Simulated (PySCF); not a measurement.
**Worked example: oscillator strength and radiative lifetime**

CH₃ISTe, SMILES CS[Te]I.

Geometry optimised at B3LYP-D3(BJ)/def2-SVP. The structure was generated by enumeration, and PubChem lists no compound with its InChIKey, so it may never have been made. The def2 effective core potentials stand for the cores of I, Te; spin–orbit coupling is left out. Other conformers were not sampled.

PySCF with TDA-PBE0/def2-SVPD puts the first singlet state with f over 0.02 at 3.63 eV (vertical), with the transition dipole (-0.500, 0.434, 0.010) in atomic units.

Q: Find the oscillator strength, the wavelength and the radiative lifetime that this transition would have in vacuum if emission retraced absorption.

A: 
|μ|² = 0.4385 au, so |μ| = 1.68 D. ΔE = 3.63/27.211 = 0.1334 hartree. f = (2/3) ΔE |μ|² = 0.039 (the program prints 0.039).
λ = 1239.84/3.63 = 342 nm; ν = 29278 cm⁻¹.
Einstein's coefficient A = 0.6670 ν² f s⁻¹ (ν in cm⁻¹) = 2.2e7 s⁻¹, so τ = 1/A = 45 ns. This state is S4; the lower singlets have f = 0.001, 0.000, 0.012. The figure is the radiative limit of this one transition; relaxation, internal conversion, crossing to triplets and a medium change what is measured.
